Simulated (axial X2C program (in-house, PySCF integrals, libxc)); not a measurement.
# Low determinants of GeH at the PBE0 level, 2c

All values were computed with an axial X2C code built on PySCF integrals. Two-component (2c) means X2C with spin–orbit coupling and atomic mean-field two-electron Coulomb and Gaunt terms. Basis: Ge dyall-cv3z [9s9p7d4f1g], H dyall-v3z [6s2p1d] (cores contracted in-house); Gaussian nuclei, density fitting, unrestricted open shells. Masses: Ge 73.921 u, H 1.008 u.

Search at 1.598 Å (vertical energies from the lowest determinant):

```json
{"ΔE (eV)": "0.00", "state": "Ω = 1/2", "electrons beyond evenly filled partner blocks": "ω = 1/2", "electrons in ±ω = 1/2, 3/2, 5/2, 7/2": "23 8 2 0"}
{"ΔE (eV)": "0.12", "state": "Ω = 3/2", "electrons beyond evenly filled partner blocks": "ω = 3/2", "electrons in ±ω = 1/2, 3/2, 5/2, 7/2": "22 9 2 0"}
{"ΔE (eV)": "2.61", "state": "Ω = 1/2", "electrons beyond evenly filled partner blocks": "2 × ω = -1/2, ω = 3/2", "electrons in ±ω = 1/2, 3/2, 5/2, 7/2": "22 9 2 0"}
{"ΔE (eV)": "3.19", "state": "Ω = 5/2", "electrons beyond evenly filled partner blocks": "2 × ω = 1/2, ω = 3/2", "electrons in ±ω = 1/2, 3/2, 5/2, 7/2": "22 9 2 0"}
{"ΔE (eV)": "3.30", "state": "Ω = 1/2", "electrons beyond evenly filled partner blocks": "ω = 1/2", "electrons in ±ω = 1/2, 3/2, 5/2, 7/2": "21 10 2 0"}
```

Lowest determinant, Ω = 1/2 (⟨Sz⟩ = -0.50, ⟨Lz⟩ = 1.00 at PBE0): Re = 1.597 Å, ωe = 1882.8 cm⁻¹.

The determinant in row 2 of the search, Ω = 3/2 (⟨Sz⟩ = 0.50, ⟨Lz⟩ = 1.00 at PBE0), was followed along the bond at PBE0; measured from the minimum of the lowest determinant it gives:

Te = 0.117 eV (945 cm⁻¹), Re = 1.597 Å, ωe = 1886.5 cm⁻¹.

(1) Compare the bond of the determinant in row 2 with that of the lowest one.

The search compares states at one distance, so a state with another bond length can lie lower; it is not exhaustive and yields mostly the lowest determinant of each block pattern, so other components and higher states of one pattern are missing. These are energies of single determinants, not of spin-adapted states; PBE0 term energies can be off by some tenths of an eV, and the functional has no current term.

Answers

(1) At PBE0 its Re is the same within 0.001 Å and its force constant, which goes as ωe², is 1.00 times that of the lowest determinant. T0 ≈ Te + Δωe/2 = 945 + (2) = 947 cm⁻¹.
